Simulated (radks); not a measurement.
Valence configurations of neutral samarium (all share [Xe]). Method: Dirac Kohn-Sham, PBE, spin-unpolarised, spherical densities, point nucleus; open shells fill j = l - 1/2 first; computed with a radial shooting solver on a logarithmic mesh with Libxc functionals. Energies are relative to 4f6 6s2; eigenvalues in eV.

\begin{tabular}{lrrrrrr}
valence & E (eV) & e(4f5/2) & e(4f7/2) & e(5d3/2) & e(6p1/2) & e(6s1/2) \\ \hline
4f6 6s2 & 0.000 & -2.563 & - & - & - & -3.577 \\
4f6 6s1.5 6p0.5 & 1.133 & -3.141 & - & - & -1.610 & -3.904 \\
4f6 5d1 6s1 & 1.925 & -1.478 & - & -1.167 & - & -3.189 \\
4f6 6s1 6p1 & 2.293 & -3.694 & - & - & -1.857 & -4.203 \\
4f5 5d1 6s2 & 2.901 & -8.036 & - & -2.839 & - & -3.971 \\
4f5.5 6s1 6p1.5 & 4.077 & -7.702 & - & - & -2.307 & -4.963 \\
4f8 & 7.371 & -0.794 & -0.357 & - & - & - \\
\end{tabular}

NIST lists [Xe] 4f6 6s2 as the ground configuration; this level of theory agrees among the configurations tried. The energies are those of spherical spin-averaged densities, not of single terms. No valid solution was reached for [Xe] 4f7 6s1; [Xe] 4f7 5d1; [Xe] 4f6.5 6s1.5.
